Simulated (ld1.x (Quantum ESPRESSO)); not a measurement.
# What one change does to a pseudopotential (Cs (Z = 55), RRKJ)

caesium (Cs), norm-conserving RRKJ (Kleinman–Bylander form), made with ld1.x (Quantum ESPRESSO) 7.5 (PBEsol, fully relativistic). Core [Kr] 4d10 5s2, reference 5p6 5d0 6s1 6p0. Waves: 5p (bound): rc 2.85 bohr; 5d (bound, empty): rc 3.50 bohr; 6s (bound): rc 3.25 bohr. Local part: the s channel. Core correction: none.

Open shells are filled in proportion to 2j + 1 (rel_dist='average').

All-electron outer shells of the reference configuration (PBEsol, scalar-relativistic, ld1.x):

```
shell  level (eV)  outermost node (bohr)  outermost maximum (bohr)
   4d      -74.20                   0.33                      0.72
   5s      -26.79                   0.82                      1.54
   5p      -13.55                   0.89                      1.79
   6s       -2.08                   2.11                      4.80
   6p       -0.73                   2.61                      6.64
   5d       -0.38                   1.06                      3.42
```

Change: all radii scaled by about 0.84 (s 2.72, p 2.38, d 2.92 bohr).

Cutoffs: the cutoffs (Ry, on a coarse ladder) from which the occupation-weighted sum of valence levels, in a spherical-Bessel basis at the reference potential, stays within 10 and 1 mRy of its value at 400 Ry; they do not see the model core or the augmentation charge, which bear on the density cutoff. Errors are all-electron minus pseudo energies relative to the spin-unpolarised reference configuration.

Question: What does the change do?

Answer: The potential gets harder (15 Ry and 18 Ry → 25 Ry and 35 Ry); a bound ghost appears in s, which as a rule spoils a file; the number of tests that count goes from 6 to 0. A smaller radius makes the pseudo-wave follow the all-electron one further in, where it bends more sharply, so more plane waves are needed.

| quantity | base | changed |
| --- | --- | --- |
| cutoff, loose | 15 Ry | 25 Ry |
| cutoff, tight | 18 Ry | 35 Ry |
| loose cutoff by channel (10 mRy a level) | p 8 Ry, s 6 Ry | p 18 Ry, s 6 Ry |
| bound ghosts | none | s (extra level of the local part) |
| tests counted (converged, no solver errors) | 6 of 6 | 0 of 6 |

Base: ld1.x printed “convergence not achieved” for 3 of the counted tests; their residual had stalled under 1e-8, short of the target of 1e-14. Changed file: Tests not counted: all (the test run did not reproduce the reference configuration, from which every error is measured). A true bound ghost makes a file unfit for plane-wave use even where its test errors are small: the radial tests pick states by their node count and pass the ghost by. Where a test does run into it, the solver fails or the error is huge.
